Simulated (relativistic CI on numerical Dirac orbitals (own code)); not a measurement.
**Hyperfine structure of Eu IV, mass number 151**

Method of calculation: Dirac-Coulomb-Breit CI, separate exchange-only KLI orbitals for each configuration, model QED, valence Slater integrals scaled by 0.85, P86 correlation energy added to each configuration (own radial code, finite nucleus).

CI space (outside the closed core [Xe]): 4f6, 4f5 6s, 4f5 6p, 4f5 7s. The list is cut by size and lacks configurations that can hold low levels.

Nuclear spin I = 5/2, μ = 3.4635 μN, Q = 0.903 b (tables of Stone and Pyykkö). The electronic factors are computed for point nuclear moments, without core polarisation; leaving it out makes A of s and p electrons in near-neutral atoms 20 to 40 % too small, and it can dominate for d and f shells.

```
   Level  E (eV)  A (MHz)  B (MHz)
4f6 7F_1  0.0483    212.5      303
4f6 7F_2  0.1321    274.1      322
4f6 7F_3  0.2391    344.8      175
4f6 7F_4  0.3602    416.8     -110
4f6 7F_5  0.4893    487.3     -523
4f6 7F_6  0.6219    555.8    -1060
4f6 5D_1  2.2278    254.6     84.9
4f6 5D_2  2.5298    356.3     30.5
```

Levels with J = 0, under 50 % of one LS term, or S terms without an open s electron are left out. Small factors come from cancelling terms and can be off by tens of per cent or more.

For a near-neutral ion this model can misplace configurations by up to about 10,000 cm⁻¹ (more where the count of f electrons changes) and terms by 10 to 25 % of their spread. Rates follow the energies as ν³ (E1, M1) or ν⁵ (E2), so they and the lifetimes can be off by large factors. The fine structure of a lone outer electron comes out too small, for d and f at times inverted, and misplaced configurations move strength between like terms.

Question: Give the hyperfine levels of 4f6 7F_1 relative to its centre of gravity.

Answer: With K = F(F + 1) − I(I + 1) − J(J + 1), E = AK/2 + B[¾K(K + 1) − I(I + 1)J(J + 1)]/[2I(2I − 1)J(2J − 1)]: F = 3/2: -531.5, F = 5/2: -454.8, F = 7/2: 606.9 MHz.

LS names give the leading component of a level, which can be under half, so a name can repeat, a term be missing and a line seem to break the LS rules.
